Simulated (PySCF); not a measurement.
Cost of excited-state runs on `C[C@H]1C[C@@H](F)C[C@@H]1S`, C₆H₁₁FS

Cartesian coordinates in Å; atom numbers follow the order of the lines, from 1:
```xyz
19

C     2.1457    0.0683   -0.1107
C     0.6592    0.2875   -0.3425
C    -0.0333   -0.8774   -1.0687
C    -1.4581   -0.9679   -0.4978
F    -1.6256   -2.1866    0.1348
C    -1.5830    0.1602    0.5274
C    -0.1418    0.4126    0.9572
S     0.1052    1.9904    1.8279
H     2.3134   -0.8501    0.4476
H     2.5601    0.8972    0.4590
H     2.6740    0.0003   -1.0586
H     0.5206    1.2074   -0.9227
H    -0.0401   -0.7347   -2.1475
H     0.4804   -1.8146   -0.8527
H    -2.2393   -0.9331   -1.2643
H    -1.9950    1.0497    0.0477
H    -2.2298   -0.1244    1.3554
H     0.1798   -0.3455    1.6746
H    -0.3022    2.7701    0.8264
```

PySCF with density fitting, on 1 thread of an Arm Neoverse V1, shared host. Command: `OMP_NUM_THREADS=1 python excited_run.py task.json out`

Problem. How long does this run take, and how much memory?
- circular dichroism and optical rotation, CAM-B3LYP/def2-SVPD; 16 states

Solution. 
| run | level | basis functions | wall time | peak memory (GiB) |
| --- | --- | --- | --- | --- |
| circular dichroism and optical rotation | CAM-B3LYP/def2-SVPD | 258 | 4.3 min | 1.2 |

Times from a shared host are rough.
